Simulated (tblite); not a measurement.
Isomers of C5H9PS. Computed values, GFN2-xTB/tblite, gas phase, harmonic and unscaled. Errors from tens to a few hundred cm⁻¹ against measured bands are possible. Modes of hydrogen on phosphorus can be 10 to 20 % off. One conformer each.

Electronic energies: GFN2-xTB at the same geometries; isomer energies are rough at this level and their order can be wrong.

```
               SMILES  electronic energy, lowest = 0 (kJ/mol)
 C=C[C@@H]1CC[P@H]1=S                                    79.8
C=C[P@@]1(=S)C[C@H]1C                                   159.1
        CC#CP(C)(C)=S                                   115.3
        CP1(=S)CC=CC1                                     0.0
```

**Question.** How do GFN2-xTB zero-point energies change the relative energies?

**Answer.** 
```json
{"SMILES": "CP1(=S)CC=CC1", "ZPE (kJ/mol)": "328.1", "of it from modes above 1550 cm⁻¹": "171.3", "electronic (kJ/mol)": "0.0", "with ZPE, lowest = 0 (kJ/mol)": "0.0", "lowest mode (cm⁻¹)": "75", "rings": "1"}
{"SMILES": "C=C[C@@H]1CC[P@H]1=S", "ZPE (kJ/mol)": "326.5", "of it from modes above 1550 cm⁻¹": "167.4", "electronic (kJ/mol)": "79.8", "with ZPE, lowest = 0 (kJ/mol)": "78.3", "lowest mode (cm⁻¹)": "88", "rings": "1"}
{"SMILES": "CC#CP(C)(C)=S", "ZPE (kJ/mol)": "319.4", "of it from modes above 1550 cm⁻¹": "175.6", "electronic (kJ/mol)": "115.3", "with ZPE, lowest = 0 (kJ/mol)": "106.6", "lowest mode (cm⁻¹)": "25", "rings": "0"}
{"SMILES": "C=C[P@@]1(=S)C[C@H]1C", "ZPE (kJ/mol)": "326.4", "of it from modes above 1550 cm⁻¹": "173.7", "electronic (kJ/mol)": "159.1", "with ZPE, lowest = 0 (kJ/mol)": "157.5", "lowest mode (cm⁻¹)": "78", "rings": "1"}
```

The zero-point energies span 8.7 kJ/mol, from `CC#CP(C)(C)=S` to `CP1(=S)CC=CC1`. The order is unchanged.

**Question.** What do entropy and thermal enthalpy add at 298.15 K and 1 bar (rigid rotor, harmonic oscillator, one conformer each)?

**Answer.** 
```csv
SMILES,point group,symmetry number,S (J/(mol K)),H − H(0) (kJ/mol),ZPE + H − H(0) − TS (kJ/mol)
CP1(=S)CC=CC1,Cs,1,373.5,24.38,241.1
C=C[C@@H]1CC[P@H]1=S,C1,1,374.6,23.95,238.8
C=C[P@@]1(=S)C[C@H]1C,C1,1,391.3,26.53,236.3
```

Not tabulated: `CC#CP(C)(C)=S` (lowest mode only 24 cm⁻¹).
